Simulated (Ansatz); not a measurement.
Consider the redistribution: `[Cl][Ga]([Cl])[SeH]` + `N#[C][Ga]([F])[F]` → `N#[C][Ga]([Cl])[Cl]` + `[F][Ga]([F])[SeH]`.

Computed with Ansatz on PBE0-D4/def2-TZVP structures; ΔE is electronic, products minus reactants. CCSD(T)/CBS is the MP2 limit (def2-TZVPP, def2-QZVPP) plus CCSD(T) − MP2 in def2-TZVPP, frozen cores. For Ga, Se outer-core shells are correlated without core-valence functions, which leaves a few kJ/mol of doubt a bond. Scalar relativity is left out up to krypton. One conformer a species, not always the lowest.

| species | HF/CBS(def2) energy (Eh) |
| --- | --- |
| `[Cl][Ga]([Cl])[SeH]` | -5242.99782 |
| `N#[C][Ga]([F])[F]` | -2214.71954 |
| `N#[C][Ga]([Cl])[Cl]` | -2934.82937 |
| `[F][Ga]([F])[SeH]` | -4522.88902 |

Problem. Work out ΔE.

Solution. ΔE = (-2934.82937) + (-4522.88902) − (-5242.99782) − (-2214.71954) = -0.00103 Eh = -2.7 kJ/mol. CCSD(T)/CBS gives -2.0 kJ/mol.

Largest T1 diagnostic among the species: 0.015.

Leaving LDA and LC-ωPBE aside and taking each functional with its dispersion term where it has one, the values, not all of them listed here, spread over 2.1 kJ/mol, from B97M-V to PBE-QIDH.
